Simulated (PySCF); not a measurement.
## Telling isomers of C₆H₁₁NSi apart by NMR

[PySCF: σ from GIAO-PBE0/pcSseg-1; coordinates at the GFN2-xTB level; one averaged value for each set of equivalent atoms; one conformer; gas phase; non-relativistic Hamiltonian]

Scale: ¹H (σref 31.72) and ¹³C (σref 186.93) vs TMS (reference shieldings calculated alike). Where no couplings were computed, multiplicities follow the n + 1 count of equivalent neighbours, and m marks all less simple cases (inequivalent or close neighbours, rings, F or P nearby). Shifts are as computed. Against solution values, carbons near 30 ppm lie about +3 ppm off and those near 130 ppm about +5 ppm. Of 1309 compounds with measured shifts, 239 miss one by over three times the rms of a fit or turn the order of signals round; such compounds aren't used in these exercises.

(1) Tabulate the signals of `C=C1CN([SiH2]C)C1=C`, `C[SiH2]C/C=C\CC#N`, `CC[Si@H]1C[C@H](C#N)C1` and their relative energies.

(2) What is the quickest way to tell C=C1CN([SiH2]C)C1=C from C[SiH2]C/C=C\CC#N?

(3) What is the quickest way to tell C=C1CN([SiH2]C)C1=C from CC[Si@H]1C[C@H](C#N)C1?

(4) What is the quickest way to tell C[SiH2]C/C=C\CC#N from CC[Si@H]1C[C@H](C#N)C1?

## Answers

(1) 
| SMILES | carbon types | δC | δH | E rel. (kcal/mol) |
| --- | --- | --- | --- | --- |
| C=C1CN([SiH2]C)C1=C | 2×C 3×CH2 1×CH3 | 160.0, 150.8, 108.9, 77.6, 55.9, -8.6 | 5.60 (br s, 1H), 5.10 (br s, 1H), 4.96 (q, 2H), 4.32 (br s, 1H), 4.13 (s, 2H), 3.99 (br s, 1H), 0.21 (t, 3H) | 13.9 |
| C[SiH2]C/C=C\CC#N | 1×C 2×CH 2×CH2 1×CH3 | 140.2, 123.4, 122.8, 18.6, 16.1, -5.7 | 6.21 (m, 1H), 5.55 (m, 1H), 4.31 (m, 2H), 2.99 (d, 2H), 1.78 (m, 2H), 0.20 (t, 3H) | 4.2 |
| CC[Si@H]1C[C@H](C#N)C1 | 1×C 1×CH 3×CH2 1×CH3 | 130.0, 20.0, 18.7, 11.9, 9.2 | 5.12 (m, 1H), 3.05 (m, 1H), 1.82 (m, 2H), 1.76 (m, 2H), 1.11 (m, 3H), 0.98 (m, 2H) | 0.0 |

Energies are electronic energies at PBE0/pcSseg-1 on these geometries, without zero-point or thermal terms, each for the one conformer computed, which needn't be the lowest.

(2) Both give the same number of carbon signals, but DEPT or the intensities differ. The first has a terminal =CH2 carbon at 108.9 ppm, the second an alkene CH at 140.2 ppm. Their most deshielded carbons lie at 160.0 and 140.2 ppm. In the proton spectra the most deshielded non-exchanging signals are 5.60 (br s, 1H) and 6.21 (m, 1H).

(3) Count the carbon signals: 6 against 5. The first has a terminal =CH2 carbon at 108.9 ppm, the second an sp3 CH α to a nitrile at 18.7 ppm. Their most deshielded carbons lie at 160.0 and 130.0 ppm. In the proton spectra the most deshielded non-exchanging signals are 5.60 (br s, 1H) and 5.12 (m, 1H).

(4) Count the carbon signals: 6 against 5. The first has an alkene CH at 140.2 ppm, the second an sp3 CH α to a nitrile at 18.7 ppm. Their most deshielded carbons lie at 140.2 and 130.0 ppm. In the proton spectra the most deshielded non-exchanging signals are 6.21 (m, 1H) and 5.12 (m, 1H).
